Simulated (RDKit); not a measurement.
A run for RDKit: MMFF94 on C2H6S (SMILES CCS), a point of a torsion scan.

```python
from rdkit import Chem
from rdkit.Chem import AllChem, rdDetermineBonds

blocks = [
'''9

C    -0.82167395    0.47304799    0.12171697
C     0.11510760   -0.70322435   -0.07526419
S     1.80719845   -0.33267825    0.53927485
H    -1.80361920    0.23692617   -0.28381237
H    -0.43471853    1.35205443   -0.38789730
H    -0.92770631    0.70692553    1.17905833
H    -0.23554642   -1.59587873    0.43689416
H     0.23608832   -0.92453840   -1.13577616
H     1.69825641   -0.96134485    1.70601556
''',
]
mol = None
for b in blocks:
    f = Chem.MolFromXYZBlock(b)
    rdDetermineBonds.DetermineBonds(f, charge=0)
    mol = f if mol is None else Chem.CombineMols(mol, f)
Chem.SanitizeMol(mol)
print(Chem.MolToSmiles(Chem.RemoveHs(mol)))
ff = AllChem.MMFFGetMoleculeForceField(mol, AllChem.MMFFGetMoleculeProperties(mol), nonBondedThresh=100.0, ignoreInterfragInteractions=False)
e = ff.CalcEnergy()
print(f'MMFF94 energy {e:.6f} kcal/mol')
```

The log:

```
CCS
MMFF94 energy 0.528132 kcal/mol
```

The run finished.

Cost: very roughly 0.04 core-seconds.
